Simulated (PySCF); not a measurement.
NS (SMILES [N]=S), doublet, at a GFN2-xTB geometry, with bond 2-1 at 1.25 times its length; PySCF with HF/def2-SV(P).

PySCF was given this input:
```python
from pyscf import gto, scf

mol = gto.M(
    atom='''
N    -0.000000   -0.000000   -1.018028
S     0.000000    0.000000    0.811241
''',
    basis='def2-sv(p)',
    charge=0,
    spin=1,
    verbose=5,
)

mf = scf.UHF(mol)
mf.kernel()
mo_i, mo_e, stable_i, stable_e = mf.stability(internal=True, external=True, return_status=True, nroots=6, tol=1e-6)
print('internally stable:', stable_i, ' externally stable:', stable_e)
if not stable_i:
    umf = mf.copy()
    umf.scf_summary = {}
    umf.kernel(umf.make_rdm1(mo_i, mf.mo_occ))
mf.analyze()
```

It wrote (shortened):

```
PySCF version 2.14.0

[INPUT] verbose = 5
[INPUT] max_memory = 4000
[INPUT] num. atoms = 2
[INPUT] num. electrons = 23
[INPUT] charge = 0
[INPUT] spin (= nelec alpha-beta = 2S) = 1
[INPUT] symmetry False subgroup None
[INPUT] Mole.unit = angstrom
[INPUT] Symbol           X                Y                Z      unit          X                Y                Z       unit  Magmom
[...]
[INPUT] ---------------- BASIS SET ----------------
[INPUT] l, kappa, [nprim/nctr], expnt,             c_1 c_2 ...
[INPUT] S
[...]
                                1381.5105503      -0.016683029937
                                313.8714758       -0.075262436116
                                88.053870623      -0.19376827038
                                27.039914905      -0.17718020803
[...]
                                4.9664522326      0.65066293018
                                2.0116242047      0.59712155354
[...]
                                61.306894736      -0.066547669241
                                19.103729887      -0.24828595903
                                6.6567720378      -0.48703847402
                                2.3959635161      -0.39337850312
[...]
[INPUT] N
[...]
                                257.64812677      -0.040221581118
                                58.458245853      -0.1793114499
                                16.198367905      -0.46376317823
                                5.0052600809      -0.44171422662
[...]
                                2.9257372874      -0.21807045028
                                0.79927750754     -0.51294466049
[...]
nuclear repulsion = 32.3997441726941
number of shells = 14
number of NR pGTOs = 60
number of NR cGTOs = 32
basis = def2-sv(p)
ecp = {}

******** <class 'pyscf.scf.uhf.UHF'> ********
method = UHF
initial guess = minao
damping factor = 0
level_shift factor = 0
DIIS = <class 'pyscf.scf.diis.CDIIS'>
diis_start_cycle = 1
diis_space = 8
diis_damp = 0
SCF conv_tol = 1e-09
SCF conv_tol_grad = None
SCF max_cycles = 50
direct_scf = True
direct_scf_tol = 1e-13
number electrons alpha = 12  beta = 11
Set gradient conv threshold to 3.16228e-05
E1 = -688.0704843447638  E2 = 204.5125672456577  Ecoul = 235.54548208817198  Exc = -31.032914842514288
init E= -451.158172926412
cond(S) = 81.48518515981874

  alpha mo_energy =
[-9.19510714e+01 -1.55540345e+01 -8.99715941e+00 -6.67980834e+00
 -6.67853000e+00 -6.67853000e+00 -1.15504296e+00 -7.76284956e-01
 -3.68239046e-01 -3.41512689e-01 -3.41512689e-01 -1.32458273e-01
 -1.32458273e-01  8.95774659e-02  5.00443824e-01  8.29004563e-01
  8.54883587e-01  8.54883587e-01  8.57321304e-01  8.91013406e-01
  8.91013406e-01  9.16052588e-01  9.16052588e-01  1.07517825e+00
  1.07517825e+00  1.16816621e+00  1.23507005e+00  2.46762381e+00
  2.46762381e+00  2.51803322e+00  2.51803322e+00  2.83132267e+00]
  beta  mo_energy =
[-9.19510714e+01 -1.55540345e+01 -8.99715941e+00 -6.67980834e+00
 -6.67853000e+00 -6.67853000e+00 -1.15504296e+00 -7.76284956e-01
 -3.68239046e-01 -3.41512689e-01 -3.41512689e-01 -1.32458273e-01
 -1.32458273e-01  8.95774659e-02  5.00443824e-01  8.29004563e-01
  8.54883587e-01  8.54883587e-01  8.57321304e-01  8.91013406e-01
  8.91013406e-01  9.16052588e-01  9.16052588e-01  1.07517825e+00
  1.07517825e+00  1.16816621e+00  1.23507005e+00  2.46762381e+00
  2.46762381e+00  2.51803322e+00  2.51803322e+00  2.83132267e+00]
multiplicity <S^2> = 0.75  2S+1 = 2
E1 = -686.4370559594997  E2 = 202.47270708777643  Ecoul = 233.64812765600874  Exc = -31.175420568232312
cycle= 1 E= -451.564604699029  delta_E= -0.406  |g|= 0.342  |ddm|=  1.2
  alpha mo_energy =
[-9.19312232e+01 -1.60956675e+01 -8.96764511e+00 -6.65430182e+00
 -6.65339795e+00 -6.65092883e+00 -1.26231204e+00 -8.85759357e-01
 -7.14268271e-01 -5.77877247e-01 -4.72115580e-01 -3.78052648e-01
 -1.08094683e-01  9.09524663e-02  5.06031315e-01  6.90269855e-01
  7.40023733e-01  7.82024712e-01  8.46983339e-01  9.05167796e-01
[...]
converged SCF energy = -451.645297241897  <S^2> = 0.77801482  2S+1 = 2.0278213
<class 'pyscf.scf.uhf.UHF'> wavefunction has an internal instability
<class 'pyscf.scf.uhf.UHF'> wavefunction is stable in the real -> complex stability analysis
<class 'pyscf.scf.uhf.UHF'> wavefunction has an UHF/UKS -> GHF/GKS instability
internally stable: False  externally stable: False
converged SCF energy = -451.684637583845  <S^2> = 1.5797159  2S+1 = 2.7053398
Total Energy =                        -451.645297241896742
[...]
1 S 4s          -0.05073  -0.24341  -0.00500   0.00000  -0.00000
1 S 2px          0.00000   0.00000  -0.00000  -0.00000  -0.00008
1 S 2py         -0.00000   0.00000   0.00000   0.00000   0.00004
1 S 2pz         -0.00042  -0.00084   0.00007  -0.00000  -0.00000
1 S 3px          0.00000   0.00000   0.00000   0.00000  -0.01305
1 S 3py         -0.00000  -0.00000  -0.00000  -0.00000   0.00606
1 S 3pz         -0.10956   0.00217   0.00187  -0.00000  -0.00000
1 S 4px          0.00000  -0.00000   0.00000   0.00000  -0.03206
1 S 4py         -0.00000  -0.00000  -0.00000  -0.00000   0.01489
1 S 4pz         -0.14815   0.51178  -0.00300   0.00000  -0.00000
1 S 3dxy         0.00404   0.01119  -0.02007  -0.01709  -0.00000
1 S 3dyz        -0.00000  -0.00000   0.00000   0.00000  -0.06222
1 S 3dz^2        0.06653  -0.75469  -0.02800   0.00000  -0.00000
1 S 3dxz        -0.00000   0.00000  -0.00000  -0.00000   0.13396
1 S 3dx2-y2     -0.00341  -0.00945   0.01695  -0.02024  -0.00000
               #31       #32
0 N 1s           0.00000   0.00014
0 N 2s          -0.00000  -0.00525
0 N 3s           0.00000   0.16637
0 N 2px          0.00550   0.00000
0 N 2py          0.01185   0.00000
0 N 2pz          0.00000   0.00477
0 N 3px          0.02135  -0.00000
0 N 3py          0.04597  -0.00000
0 N 3pz         -0.00000   0.19312
0 N 3dxy        -0.00000  -0.06193
0 N 3dyz         0.89589  -0.00000
0 N 3dz^2       -0.00000   0.93224
0 N 3dxz         0.41608  -0.00000
0 N 3dx2-y2      0.00000   0.05229
1 S 1s          -0.00000   0.00029
1 S 2s           0.00000   0.00064
1 S 3s           0.00000  -0.00653
1 S 4s           0.00000  -0.04010
1 S 2px         -0.00004  -0.00000
1 S 2py         -0.00008  -0.00000
1 S 2pz          0.00000   0.00115
1 S 3px         -0.00465   0.00000
1 S 3py         -0.01001  -0.00000
1 S 3pz          0.00000   0.01978
1 S 4px         -0.01469   0.00000
1 S 4py         -0.03162   0.00000
1 S 4pz         -0.00000  -0.03695
1 S 3dxy         0.00000   0.00193
1 S 3dyz         0.12884  -0.00000
1 S 3dz^2        0.00000  -0.23646
1 S 3dxz         0.05984  -0.00000
1 S 3dx2-y2     -0.00000  -0.00163

To work with the spin densities directly, `use mulliken_meta_spin()` only printing them here.

 ** Mulliken spin pop alpha/beta on meta-lowdin orthogonal AOs **
 ** Mulliken Spin Density (per AO)  **
spin_pop of  0 N 1s       -0.00001
spin_pop of  0 N 2s        0.01729
spin_pop of  0 N 3s       -0.00056
spin_pop of  0 N 2px       0.09039
spin_pop of  0 N 2py       0.73599
spin_pop of  0 N 2pz       0.08510
spin_pop of  0 N 3px      -0.00164
spin_pop of  0 N 3py      -0.00054
spin_pop of  0 N 3pz      -0.00026
spin_pop of  0 N 3dxy      0.00003
spin_pop of  0 N 3dyz      0.00001
spin_pop of  0 N 3dz^2    -0.00000
spin_pop of  0 N 3dxz     -0.00002
spin_pop of  0 N 3dx2-y2    0.00002
spin_pop of  1 S 1s        0.00000
spin_pop of  1 S 2s        0.00000
spin_pop of  1 S 3s        0.00830
spin_pop of  1 S 4s        0.00025
spin_pop of  1 S 2px       0.00000
spin_pop of  1 S 2py       0.00000
spin_pop of  1 S 2pz      -0.00001
spin_pop of  1 S 3px       0.08975
spin_pop of  1 S 3py       0.08703
spin_pop of  1 S 3pz      -0.11084
spin_pop of  1 S 4px      -0.00012
spin_pop of  1 S 4py       0.00002
spin_pop of  1 S 4pz       0.00022
spin_pop of  1 S 3dxy      0.00001
spin_pop of  1 S 3dyz      0.00005
spin_pop of  1 S 3dz^2     0.00045
spin_pop of  1 S 3dxz     -0.00093
spin_pop of  1 S 3dx2-y2    0.00001
 ** Mulliken Spin Density (per atom)  **
spin density of  0 N =      0.92580
spin density of  1 S =      0.07420
 ** Mulliken pop alpha/beta on meta-lowdin orthogonal AOs **
 ** Mulliken pop       alpha | beta **
[...]
In total            12.00000 | 11.00000
 ** Mulliken atomic charges   ( Nelec_alpha | Nelec_beta ) **
charge of  0N =     -0.03728  (     3.98154      3.05574 )
charge of  1S =      0.03728  (     8.01846      7.94426 )
Dipole moment(X, Y, Z, Debye): -0.00000,  0.00000,  0.63904
```
